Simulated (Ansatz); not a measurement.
`FC(S)[TeH]` + PH₃ → `P[TeH]` + `FCS` at 600 K and 1 bar (ligand exchange at a Te–C bond).

Gas-phase electronic energies from Ansatz, PBE0-D4/def2-TZVP geometries. CCSD(T)/CBS is the MP2 limit (def2-TZVPP, def2-QZVPP) plus CCSD(T) − MP2 in def2-TZVPP, frozen cores. This one scheme is used for every species. Elements past krypton have def2 core potentials. For Te outer-core shells are correlated without core-valence functions, which leaves a few kJ/mol of doubt a bond. One conformer a species, not always the lowest.

```json
{"species": "`FC(S)[TeH]`", "CCSD(T)/CBS energy (Eh)": "-805.11844", "H − E (kJ/mol)": "142.1", "S (J/(mol·K))": "409.3"}
{"species": "PH₃", "CCSD(T)/CBS energy (Eh)": "-342.72256", "H − E (kJ/mol)": "86.3", "S (J/(mol·K))": "240.2"}
{"species": "`P[TeH]`", "CCSD(T)/CBS energy (Eh)": "-610.46278", "H − E (kJ/mol)": "98.4", "S (J/(mol·K))": "337.9"}
{"species": "`FCS`", "CCSD(T)/CBS energy (Eh)": "-537.40796", "H − E (kJ/mol)": "138.0", "S (J/(mol·K))": "320.3"}
```

H − E and S are ideal-gas, rigid-rotor, harmonic terms from PBE0-D4/def2-TZVP, for one conformer and one mirror image of each species. 1 Eh = 2625.50 kJ/mol, R = 8.31446 J/(mol·K).

Task: By hand: ΔE, ΔH, ΔS and ΔG.

Result: ΔE = (-610.46278) + (-537.40796) − (-805.11844) − (-342.72256) = -0.02974 Eh = -78.1 kJ/mol. Δ(H − E) = 98.4 + 138.0 − 142.1 − 86.3 = 8.0, so ΔH = -70.1 kJ/mol. ΔS = 337.9 + 320.3 − 409.3 − 240.2 = 8.7 J/(mol·K). ΔG = -70.1 − 600 × (8.7)/1000 = -75.3 kJ/mol.

Task: By hand: the equilibrium constant, and the temperature at which ΔG would vanish if ΔH and ΔS stayed fixed.

Result: log₁₀ K = −ΔG/(RT ln 10) = 6.6. ΔH and −TΔS have one sign here, so there is no such temperature.

The number of gas molecules stays the same, so ΔS is small and ΔH decides. A doubt of 5 kJ/mol in ΔE shifts log₁₀ K by 0.4 here. Other conformers and mirror images would add mixing entropy, several J/(mol·K) or more a flexible species. These are equilibria of isolated gas molecules and say nothing of rates. Largest T1 diagnostic: 0.013 (customary marks: 0.02 for closed shells, 0.045 for open ones).

ΔS is within the doubt of such terms, so its sign, and with it that verdict, could turn.
